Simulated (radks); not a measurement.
Species: the oxygen ion O2+. Configuration: 1s1.75 2s2 2p2 3s0.25 (fractional occupations, a model configuration).

Method: Dirac Kohn-Sham, BLYP, spin-unpolarised, spherical densities, finite nucleus; open shells fill j = l - 1/2 first; Fermi nuclear charge, rms radius 2.6991 fm; computed with a radial shooting solver on a logarithmic mesh with Libxc functionals.

Energy parts (eV):
part                     energy
total                 -1854.742
kinetic                1853.920
electron-nucleus      -4191.706
Hartree                 667.750
exchange-correlation   -184.708

Orbitals (lengths in bohr, moments of r in powers of bohr):
orbital  occ.  eigenvalue (eV)    <r^2>     <r^4>   <1/r>
1s1/2    1.75        -579.2763  0.05253  0.007190   7.703
2s1/2       2         -62.3922    1.192     2.575   1.457
2p1/2       2         -47.7341    1.137     2.768   1.373
2p3/2       0         -47.6726    1.139     2.779   1.371
3s1/2    0.25         -16.0355    10.55     169.9  0.4570

The highest occupied level is 3s1/2 at -16.035 eV. The configuration is held as typed, so some empty levels lie below it. The density falls to 0.001 e/bohr^3 at r = 3.02 bohr.
